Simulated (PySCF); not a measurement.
Be(Br)(NH2) (BeBrH₂N), SMILES [Be]([Br])[NH2].

Geometry optimised at PBE0-D3(BJ)/def2-TZVP. The values are those of a single conformer.

Computed with TDDFT-B3LYP/def2-SVPD run with PySCF 2.14.0.

Vertical excitations.  State labels are in the subgroup C2v.

Computed UV-visible absorptions:
```tsv
state	symmetry	energy (eV)	λ (nm)	f	main pairs
S1	B1	5.80	214	0.031	HOMO→LUMO 99 %
S2	A2	5.85	212	0.000	HOMO→LUMO+1 98 %
S3	B1	6.87	180	0.083	HOMO→LUMO+2 72 %, HOMO−2→LUMO 26 %
S4	B2	6.89	180	0.057	HOMO−1→LUMO 97 %
S5	A2	6.96	178	0.000	HOMO−2→LUMO+1 98 %
S6	B1	7.05	176	0.034	HOMO−2→LUMO 73 %, HOMO→LUMO+2 25 %
S7	A1	7.12	174	0.002	HOMO−1→LUMO+1 67 %, HOMO→LUMO+3 24 %
S8	A2	7.38	168	0.000	HOMO→LUMO+4 94 %
S9	A1	7.53	165	0.129	HOMO→LUMO+3 71 %, HOMO−1→LUMO+1 17 %
S10	A2	7.75	160	0.000	HOMO−1→LUMO+3 93 %
T1	B1	5.48	226	0	HOMO→LUMO 96 %
T2	A2	5.75	216	0	HOMO→LUMO+1 97 %
T3	A1	6.20	200	0	HOMO→LUMO+3 88 %
T4	A1	6.54	190	0	HOMO−1→LUMO+1 96 %
```
Triplets are in the Tamm–Dancoff approximation, which puts them higher than full response would, so one can lie above its singlet here.
